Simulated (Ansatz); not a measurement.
Total energies of `CB(F)Br`.

```json
{"atom": "C1", "x (Å)": "-0.169", "y (Å)": "0.092", "z (Å)": "0.722"}
{"atom": "B2", "x (Å)": "0.288", "y (Å)": "-0.111", "z (Å)": "-0.747"}
{"atom": "F3", "x (Å)": "1.554", "y (Å)": "-0.339", "z (Å)": "-1.033"}
{"atom": "Br4", "x (Å)": "-0.920", "y (Å)": "-0.050", "z (Å)": "-2.244"}
{"atom": "H5", "x (Å)": "-1.233", "y (Å)": "0.291", "z (Å)": "0.828"}
{"atom": "H6", "x (Å)": "0.085", "y (Å)": "-0.800", "z (Å)": "1.305"}
{"atom": "H7", "x (Å)": "0.396", "y (Å)": "0.917", "z (Å)": "1.169"}
```

Charge 0, multiplicity 1. Correlated methods include outer-core shells of Br, which these sets cover unevenly. Scalar relativity is left out up to krypton. Geometry: relaxed with PBE0-D4/def2-TZVP. Basis def2-TZVPP, the Gaussian-basis code of Ansatz.

RPA on PBE orbitals: Hartree–Fock energy of these orbitals -2736.28844 Eh, correlation -1.23858 Eh (frozen core).

```tsv
functional	energy without D4 (Eh)	D4 term (kJ/mol)
LDA (SPW92)	-2734.08264	–
PBE	-2738.35506	-11.8
revPBE	-2738.65853	-37.0
BLYP	-2738.91730	-26.3
r2SCAN	-2738.84009	-2.7
B97M-V	-2738.45311	–
PBE0	-2738.45868	-9.9
B3LYP	-2738.97256	-19.2
r2SCANh	-2738.83250	-2.9
r2SCAN0	-2738.82213	-3.2
HSE06 (plane-wave form)	-2738.45488	-9.2
BHLYP	-2738.85672	-14.6
CAM-B3LYP	-2739.00082	-10.0
LC-ωPBE	-2738.48129	–
ωB97X-V	-2738.65003	–
ωB97M-V	-2738.73470	–
B2PLYP	-2738.43869	–
PBE-QIDH	-2738.13052	–
```

B3LYP takes the VWN-RPA correlation (the form of Gaussian; ORCA's B3LYP/G). HSE06 is the plane-wave form, built on full-range PBE exchange. The double hybrids freeze the cores in their second-order part.

LC-ωPBE has ω = 0.4 bohr⁻¹.
